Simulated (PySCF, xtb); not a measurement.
C4H10S, SMILES CCSCC (connectivity only; charge and spin as stated), charge +1, multiplicity 2. Other conformers were not sampled.

Harmonic wavenumbers (cm⁻¹) from GFN2-xTB (xtb 6.7.1) at its own minimum, in rising order: 27, 63, 170, 183, 236, 251, 339, 678, 683, 689, 798, 954, 989, 996, 1021, 1030, 1081, 1146, 1177, 1202, 1212, 1345, 1394, 1395, 1411, 1446, 1448, 1452, 1467, 2911, 2933, 2984, 3011, 3042, 3042, 3047, 3050, 3057, 3057.

Q: What does r2SCAN-D4/def2-SVP (PySCF 2.14.0) give at its own minimum? (An estimate is asked for; the answer gives what the named calculation found.)

A: 47, 70, 173, 223, 256, 266, 364, 636, 652, 672, 782, 945, 961, 975, 998, 1033, 1094, 1210, 1233, 1246, 1257, 1360, 1372, 1396, 1422, 1443, 1461, 1465, 1466, 2986, 3051, 3051, 3060, 3060, 3140, 3158, 3165, 3172, 3176. Paired by order, the mean absolute difference is 39 cm⁻¹ and the zero-point energies are 80.7 and 82.2 kcal/mol.
